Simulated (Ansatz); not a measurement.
The inner images of a band of AlH$_{2}$Te (4 atoms, charge 0, multiplicity 2) are given out of order.

Computed with UKS PBE-D4/def2-SVP in Ansatz 0.2.0.

First end point:

```xyz
4
Properties=species:S:1:pos:R:3
Al 0.117 -1.120 -0.132
Te -0.122 1.400 0.276
H 0.476 -1.966 1.202
H -0.471 1.686 -1.346
```

Last end point:

```xyz
4
Properties=species:S:1:pos:R:3
Al 0.311 -0.738 1.095
Te -0.155 1.637 0.224
H 0.241 -1.945 0.017
H -0.396 1.047 -1.336
```

**Question.** Put them in order from the first end to the last, with their energies above the first end.
A.
```xyz
4
Properties=species:S:1:pos:R:3
Al 0.303 -1.050 -0.138
Te -0.045 1.462 0.276
H 0.319 -1.993 1.176
H -0.577 1.581 -1.315
```
B.
```xyz
4
Properties=species:S:1:pos:R:3
Al 0.668 -0.929 -0.027
Te 0.043 1.587 0.253
H 0.008 -1.993 1.001
H -0.719 1.334 -1.227
```
C.
```xyz
4
Properties=species:S:1:pos:R:3
Al 0.819 -0.890 0.098
Te 0.097 1.631 0.205
H -0.118 -1.979 0.867
H -0.797 1.238 -1.170
```
D.
```xyz
4
Properties=species:S:1:pos:R:3
Al 0.897 -0.816 0.380
Te 0.024 1.643 0.203
H -0.178 -2.008 0.640
H -0.743 1.181 -1.222
```
E.
```xyz
4
Properties=species:S:1:pos:R:3
Al 0.490 -0.983 -0.106
Te 0.005 1.526 0.273
H 0.158 -1.999 1.108
H -0.653 1.456 -1.274
```
F.
```xyz
4
Properties=species:S:1:pos:R:3
Al 0.579 -0.727 0.973
Te -0.131 1.633 0.218
H 0.044 -2.015 0.151
H -0.492 1.110 -1.342
```
G.
```xyz
4
Properties=species:S:1:pos:R:3
Al 0.813 -0.751 0.713
Te -0.063 1.640 0.210
H -0.123 -2.032 0.373
H -0.627 1.143 -1.296
```

**Answer.** A (+0.041 eV), E (+0.139 eV), B (+0.243 eV), C (+0.291 eV), D (+0.251 eV), G (+0.161 eV), F (+0.082 eV).

Run time: 80 s on 1 CPU thread of a shared host.
